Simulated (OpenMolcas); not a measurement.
## Cl+: effect of the active space

```json
{
  "Program": "OpenMolcas",
  "Method": "CASSCF or its RAS form",
  "Basis": "ANO-RCC-VTZP",
  "Scalar Hamiltonian": "DKH2, point nucleus",
  "Spin-orbit coupling": "state interaction with AMFI integrals over the reference wave functions, term energies averaged over their components"
}
```

A. 4 electrons in 3 orbitals (3p); 2S+1 = 3 even, 3 roots; 2S+1 = 1 even, 6 roots; cost of the order of 1.9 core-seconds
B. 6 electrons in 4 orbitals (3s 3p); 2S+1 = 3 even, 3 roots; 2S+1 = 1 even, 6 roots; 2S+1 = 3 odd, 3 roots; 2S+1 = 1 odd, 3 roots; cost of the order of 7 core-seconds
C. 6 electrons in 9 orbitals (RAS2 3s 3p; RAS3 3d, at most 2 electrons); 2S+1 = 3 even, 3 roots; 2S+1 = 1 even, 6 roots; 2S+1 = 3 odd, 3 roots; 2S+1 = 1 odd, 3 roots; cost about 17 core-seconds

Energies in cm-1 above 3s2 3p4 3P2, the measured ground level; measured values from NIST Handbook of Basic Atomic Spectroscopic Data.

| Level | A | B | C | Measured |
| --- | --- | --- | --- | --- |
| 3s2 3p4 3P2 | 0.0 | 0.0 | 0.0 | 0.0 |
| 3s2 3p4 3P1 | 648 | 648 | 628 | 696 |
| 3s2 3p4 3P0 | 941 | 934 | 910 | 996 |
| 3s2 3p4 1D2 | 14425 | 14423 | 13450 | 11654 |
| 3s2 3p4 1S0 | 35442 | 26647 | 29502 | 27878 |

Deviations, from unrounded energies. A percentage is the sum of absolute deviations over the sum of measured energies, with the sign that they share, or ± where signs differ.

| Against measurement | Levels | A | B | C |
| --- | --- | --- | --- | --- |
| mean absolute deviation (cm-1) | 4 | 2600 | 1000 | 890 |
| fine structure of the ground term (%) | 2 | -6.1 | -6.5 | -9.2 |
| other terms of the ground configuration (%) | 2 | +26.1 | ±10.1 | +8.7 |

C lies closest to measurement on these levels and A furthest from it. The largest miss of C in the table is 3s2 3p4 1D2, by +1800 cm-1. The ranking rests on the paired levels alone, and a cruder setting can come out closer through cancelling errors.

Among A to C the level of the table that moves most is 3s2 3p4 1S0, by 8800 cm-1 (lowest in B, highest in A).

Without dynamic correlation excited terms often stand tens of per cent too high (terms of higher spin than the ground term too low), and those without a measured partner can miss by more than the paired ones. With the s shell closed, the reference lacks s² → p² mixing (holds for A). The run also gave levels led by 3s2 3p3 3d, which use shells meant for correlation; these and all levels above them are left out (holds for C). Computed and measured levels are paired by configuration, term and J; levels that our copy of the source lacks, or whose pairing is in doubt (as where it misses far off the trend of its configuration), stay unpaired and out of the deviations. Only configurations of the active space appear. The table leaves out levels that lie high or whose names do not pair safely across all columns.
